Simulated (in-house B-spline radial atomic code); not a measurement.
A fraction x of an electron is removed from 4p in Br V (Br4+), starting from [Ar] 3d10 4s2 4p1 and keeping the highest spin. Level of theory: scalar-relativistic (X2C) revTPSS, spin-polarised, spherical fractional occupations, Fermi nucleus of rms radius 4.1629 fm; calculated with a radial B-spline atomic code at the basis-set limit.

| x | E(x) - E(0) (eV) | 4p up level (eV) |
| --- | --- | --- |
| 0 | 0.0000 | -52.983 |
| 0.08 | 4.2771 | -53.945 |
| 0.23 | 12.5042 | -55.749 |
| 0.37 | 20.4270 | -57.432 |
| 0.38 | 21.0019 | -57.552 |
| 0.5 | 27.9946 | -58.993 |
| 0.59 | 33.3525 | -60.071 |
| 0.73 | 41.8795 | -61.742 |
| 0.78 | 44.9815 | -62.337 |
| 0.92 | 53.8250 | -63.997 |
| 1 | 58.9826 | - |

The exact functional would give a straight line between the two integer points. Deviations E(x) - E(0) - x[E(1) - E(0)], in eV: -0.442 at x = 0.08, -1.062 at x = 0.23, -1.397 at x = 0.37, -1.411 at x = 0.38, -1.497 at x = 0.5, -1.447 at x = 0.59, -1.178 at x = 0.73, -1.025 at x = 0.78, -0.439 at x = 0.92.

The curve lies below the straight line by up to 1.497 eV (at x = 0.5): convex, the delocalisation error that favours fractional charges.

**Question.** How well does Slater's transition state (minus the level at half occupation) give the ionisation energy?

**Answer.** It gives 58.993 eV against 58.983 eV from the two total energies; NIST lists 59.59 eV, ground level to ground level.
